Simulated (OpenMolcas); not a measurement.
**Xe2+: effect of the active space**

```
Program             : OpenMolcas 26.06
Method              : CASSCF
Basis               : ANO-R1
Scalar Hamiltonian  : X2C, finite nucleus
Spin-orbit coupling : state interaction with AMFI integrals over the reference wave functions, term energies averaged over their components
```

A. 4 electrons in 3 orbitals (5p); 2S+1 = 3 even, 3 roots; 2S+1 = 1 even, 6 roots; cost roughly 2.6 core-seconds
B. 6 electrons in 4 orbitals (5s 5p); 2S+1 = 3 even, 3 roots; 2S+1 = 1 even, 6 roots; 2S+1 = 3 odd, 3 roots; 2S+1 = 1 odd, 3 roots; cost roughly 9 core-seconds

Energies in eV above 5s2 5p4 3P2, the measured ground level; measured values from Saloman, J. Phys. Chem. Ref. Data 33, 765 (2004).

```tsv
Level	A	B	Measured
5s2 5p4 3P2	0.0000	0.0000	0.0000
5s2 5p4 3P0	1.0782	0.9629	1.0080
5s2 5p4 3P1	1.1370	1.1372	1.2143
5s2 5p4 1D2	2.3602	2.3605	2.1200
5s2 5p4 1S0	4.9125	4.2507	4.4762
```

Deviations, from unrounded energies. A percentage is the sum of absolute deviations over the sum of measured energies, with the sign that they share, or ± where signs differ.

| Against measurement | Levels | A | B |
| --- | --- | --- | --- |
| mean absolute deviation (cm-1) | 4 | 1700 | 1200 |
| fine structure of the ground term (%) | 2 | ±6.6 | -5.5 |
| other terms of the ground configuration (%) | 2 | +10.3 | ±7.1 |

B lies closest to measurement on these levels. The largest miss of B in the table is 5s2 5p4 1D2, by +1900 cm-1. The ranking rests on the paired levels alone, and a cruder setting can come out closer through cancelling errors.

Between A and B the level of the table that moves most is 5s2 5p4 1S0, by 5300 cm-1 (lowest in B, highest in A).

With the s shell closed, the reference lacks s² → p² mixing (holds for A). Measured partners are found by configuration, term and J. A level has none where our copy of the source lacks it or the pairing is in doubt (some pairs that miss far off the trend of their configuration count as doubtful), and it then counts in no deviation. Only configurations of the active space appear. Levels that lie high or do not pair safely by name in every column are left out.
